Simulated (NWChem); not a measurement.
System meant: CH$_{2}$FNOSi; SMILES F[SiH2]N=C=O

The following NWChem deck was run.

```
start job
memory heap 200 mb stack 900 mb global 1100 mb
geometry units angstroms noautosym nocenter noautoz
  Si    -0.443212    -1.190274    -0.001328
  F      1.015609    -1.922133    -0.002073
  N     -0.212147     0.511818    -0.004172
  C      0.019876     1.700034    -0.000534
  O      0.233550     2.860154     0.002244
  H     -1.163198    -1.579353     1.248163
  H     -1.166629    -1.582934    -1.247883
end
basis spherical
  * library def2-svp
end
dft
  xc m06-2x
  iterations 150
end
property
  shielding 6 1 2 3 4 5 6
end
task dft property
```

End of the output:

```
 Vector   26  Occ=0.000000D+00  E= 7.800345D-02
              MO Center= -4.3D-01, -8.6D-01, -2.7D-04, r^2= 4.6D+00
   Bfn.  Coefficient  Atom+Function         Bfn.  Coefficient  Atom+Function
  ----- ------------  ---------------      ----- ------------  ---------------
    12      1.208413  1 Si py                35     -1.182187  3 N  s
    49      0.723127  4 C  s                 11      0.472365  1 Si px
    76      0.409572  6 H  s                 81      0.411082  7 H  s
    63     -0.252677  5 O  s                  4      0.206877  1 Si s
     9      0.181574  1 Si py                26     -0.180489  2 F  py

 center of mass
 --------------
 x =   0.11527878 y =   0.00645163 z =  -0.00218469

 moments of inertia (a.u.)
 ------------------
        1025.614551138709          32.372721747186          -0.026858851970
          32.372721747186         114.758884175859          -0.664946837830
          -0.026858851970          -0.664946837830        1117.948324451015

     Multipole analysis of the density
     ---------------------------------

     L   x y z        total         alpha         beta         nuclear
     -   - - -        -----         -----         ----         -------
     0   0 0 0     -0.000000    -23.000000    -23.000000     46.000000

     1   1 0 0     -0.621482     -1.357945     -1.357945      2.094408
     1   0 1 0     -0.465490      0.202986      0.202986     -0.871462
     1   0 0 1      0.000784      0.048981      0.048981     -0.097179

     2   2 0 0    -25.870002    -40.612720    -40.612720     55.355437
     2   1 1 0      1.522834      3.820435      3.820435     -6.118036
     2   1 0 1      0.000152     -0.006303     -0.006303      0.012757
     2   0 2 0    -30.848603   -270.227183   -270.227183    509.605764
     2   0 1 1     -0.007160     -0.169579     -0.169579      0.331997
     2   0 0 2    -25.117763    -18.121439    -18.121439     11.125115

          -----------------------------------------
          Chemical Shielding Tensors (GIAO, in ppm)
          -----------------------------------------

 ------------------------------------------------------------------------
  xm06: d2 not coded                    0
 ------------------------------------------------------------------------
 ------------------------------------------------------------------------
  current input line :
    22: task dft property
 ------------------------------------------------------------------------
 ------------------------------------------------------------------------
 This error has not yet been assigned to a category
 ------------------------------------------------------------------------
 For more information see the NWChem manual at https://nwchemgit.github.io

0: xm06: d2 not coded:Received an Error in Communication
```

### Question
Find the fault in this run and fix the input.

### Answer
The program stopped with an error. Cause: this functional's second derivatives, which shieldings need, aren't coded here; the fix takes a hybrid GGA instead. This input runs:
```
start job
memory heap 200 mb stack 900 mb global 1100 mb
geometry units angstroms noautosym nocenter noautoz
  Si    -0.443212    -1.190274    -0.001328
  F      1.015609    -1.922133    -0.002073
  N     -0.212147     0.511818    -0.004172
  C      0.019876     1.700034    -0.000534
  O      0.233550     2.860154     0.002244
  H     -1.163198    -1.579353     1.248163
  H     -1.166629    -1.582934    -1.247883
end
basis spherical
  Si library def2-svp
  F library def2-svp
  N library def2-svp
  C library def2-svp
  O library def2-svp
  H library def2-svp
end
dft
  xc pbe0
  iterations 150
end
property
  shielding 6 1 2 3 4 5 6
end
task dft property
```
It converges to -558.01626 Ha (PBE0/def2-SVP, GIAO).
